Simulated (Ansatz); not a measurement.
closo-2-NB4 (H on N) (B4NH5). Total charge 0; singlet. Geometry r2SCAN-D4/def2-SVP, basis def2-TZVP, Ansatz.

```xyz
10

B    -0.6629   -0.1105    0.8826
B    -0.0376    1.2840    0.0386
B     0.0666   -1.2819    0.0565
B     1.0413    0.1352    0.3584
N    -0.2310   -0.0149   -0.7578
H    -0.5294   -0.0334   -1.7366
H    -1.6871    0.0907    1.4646
H    -0.4229    2.3777   -0.2366
H     0.2449   -2.3890   -0.3469
H     2.2179   -0.0579    0.2772
```

```tsv
run	HOMO (eV)	LUMO (eV)
A	-5.87	-1.58
B	-8.58	2.39
C	-6.48	-1.04
D	-9.20	1.32
E	-5.74	-1.77
F	-6.69	-0.85
```

LC-ωPBE has ω = 0.4 bohr⁻¹. B3LYP takes the VWN-RPA correlation. Another isomer (singlet) lies 2.15 eV lower at PBE0-D4/def2-TZVP; other spin states weren't run for this one.

Question: The runs used B3LYP, HF, LC-ωPBE, PBE, PBE0, r2SCAN. Estimate which is which.

Answer: A r2SCAN (0 % exact exchange); B HF (100 % exact exchange); C B3LYP (20 % exact exchange); D LC-ωPBE (range-separated); E PBE (0 % exact exchange); F PBE0 (25 % exact exchange). Exact exchange lowers occupied and raises empty levels; among semilocal functionals meta-GGAs tend to open the gap a little, and such runs are hard to tell apart. The gap grows from 3.97 eV (PBE) to 10.98 eV (HF).
